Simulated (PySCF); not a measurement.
Mapped SMILES: `[CH3:1][CH:2]([CH3:3])[SiH2-:4]`; H(Xn) means a hydrogen on atom n.

Geometry: PBE0-D3(BJ)/def2-SVP; GIAO shifts from PySCF, gas phase, non-relativistic, averaged over equivalent atoms.

At PBE0/pcSseg-1 (120 basis functions, 9.4 s wall time on 1 thread of an Arm Neoverse V1, shared host):
| atoms | δ (ppm) |
| --- | --- |
| C1/C3 | 32.4 |
| C2 | 23.2 |
| Si4 | -66.9 |
| H(Si4) | 2.87 |
| H(C1)/H(C3) | 1.11 |
| H(C2) | 0.25 |

δ = σ(ref) − σ, references computed at the same level: TMS for ¹³C (184.41 ppm), ²⁹Si (351.99 ppm), ¹H (31.27 ppm).

Problem. Predict the values at B3LYP/pcSseg-2 on the same geometry.

Solution. 
```
      atoms  δ at B3LYP/pcSseg-2  change
      C1/C3                 33.8    +1.4
         C2                 29.7    +6.5
        Si4                -66.9    +0.0
     H(Si4)                 3.00   +0.13
H(C1)/H(C3)                 1.22   +0.11
      H(C2)                 0.32   +0.07
```

δ = σ(ref) − σ, references computed at the same level: ¹³C (σref 179.19), ²⁹Si (σref 324.61), ¹H (σref 31.39) against TMS.

The largest change is at C2 (sp3 CH bonded to Si). Cost: 277 basis functions, 33 s wall time on 1 thread of an Arm Neoverse V1, shared host.
